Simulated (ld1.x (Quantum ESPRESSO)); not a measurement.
**silicon: RRKJ pseudisation with PBEsol, scalar-relativistic reference atom.**

- Element: silicon (Si)
- Generator: ld1.x (Quantum ESPRESSO) 7.5
- Type: norm-conserving RRKJ (Kleinman–Bylander form)
- Functional: PBEsol
- Relativity: scalar-relativistic
- Frozen core: [Ne]
- Valence charge: 4
- Reference configuration: 3s2 3p0 (charge +2)
- Partial waves: 3s (bound): rc 1.75 bohr; 3p (bound, empty): rc 1.55 bohr; 3d channel at 0.05 Ry: rc 1.60 bohr
- Local potential: the d channel
- Core correction: a·sin(br)/r model core, default radius (core density twice the valence density)
- rho0: 0.001

All-electron outer shells of the reference configuration (PBEsol, scalar-relativistic, ld1.x):

| shell | level (eV) | outermost node (bohr) | outermost maximum (bohr) |
| --- | --- | --- | --- |
| 3s | -28.49 | 0.72 | 1.69 |
| 3p | -20.47 | 0.71 | 1.91 |

What the tests gave:

- Cutoffs needed: 18 Ry and 40 Ry (the cutoffs (Ry, on a coarse ladder) from which the occupation-weighted sum of valence levels, in a spherical-Bessel basis at the reference potential, stays within 10 and 1 mRy of its value at 400 Ry)
- Ghost test: no extra level below or beside the all-electron valence levels (s, p, d, f tested) (spherical-Bessel basis up to 400 Ry, 20 bohr box)
- Largest excitation error: +35 meV (all-electron minus pseudo) for 3s2 3p2.3, out of 7 test configurations

Generation and tests took about 0.97 s on one core of a shared server CPU.
